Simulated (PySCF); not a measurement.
## [Nd(NH3)2]3+ at several levels of theory

Computed with PySCF 2.14.0 (density fitting, no spin-orbit coupling) at the geometry relaxed with PBE0:

```xyz
9
[Nd(NH3)2]3+ (singlet in the valence; each metal's 4f electrons, 3 of them, lie in its core potential, out of spins and levels)
Nd    0.8951   -0.7432    0.0002
N    -0.1474    0.1240    2.0214
H     0.4301    0.7947    2.5693
H    -1.0424    0.6391    1.9018
H    -0.3910   -0.5948    2.7341
N    -0.1449    0.1254   -2.0222
H     0.3587   -0.1036   -2.9038
H    -1.1102   -0.2090   -2.2205
H    -0.2457    1.1592   -2.0804
```

```csv
level,basis,state,HOMO (eV),gap (eV),charge on Nd1 (e),population of f-type functions on Nd1 (polarisation alone where 4f lies in the core),dipole about the centre of mass (D),largest force component (eV/Å)
PBE0,"Nd lcecp-1-SVP with ECP49, N def2-SVP, H def2-SVP",singlet,-25.63,7.57,2.13,0.03,3.22,0.01
TPSSh,the same,singlet,-24.82,6.38,2.12,0.03,3.25,0.13
M06-L,the same,singlet,-24.41,5.98,2.19,0.03,3.08,0.17
TPSS,the same,singlet,-24.25,5.44,2.08,0.03,3.36,0.27
PBE0,"Nd lcecp-1-TZVP with ECP49, N def2-TZVP, H def2-TZVP",singlet,-25.51,7.59,2.31,0.04,3.26,0.30
```

In the lcecp rows the 4f levels are missing from HOMO and gap, and the state counts the valence alone.

Charges are Mulliken's, which hang on the basis. The relaxation used the grid (50, 194), these runs (75, 302) or, all-electron (x2c bases, spin-free X2C Hamiltonian), (99, 590).

What does B3LYP with Nd lcecp-1-SVP with ECP49, N def2-SVP, H def2-SVP give here?

state singlet, HOMO (eV) -25.34, gap (eV) 6.94, charge on Nd1 (e) 2.10, population of f-type functions on Nd1 (polarisation alone where 4f lies in the core) 0.03, dipole about the centre of mass (D) 3.24, largest force component (eV/Å) 0.15. Time: 4.5 s on 2 threads of Arm Neoverse V1, with other jobs on the host, from an already converged density.

In the first row's basis the gap widens with exact exchange: 5.4 to 6.0 eV for TPSS, M06-L (none); 6.4 to 7.6 eV for TPSSh, B3LYP, PBE0 (a fixed share).

An lcecp potential fixes the number of 4f electrons, so in runs with it no electron can move into or out of that shell.
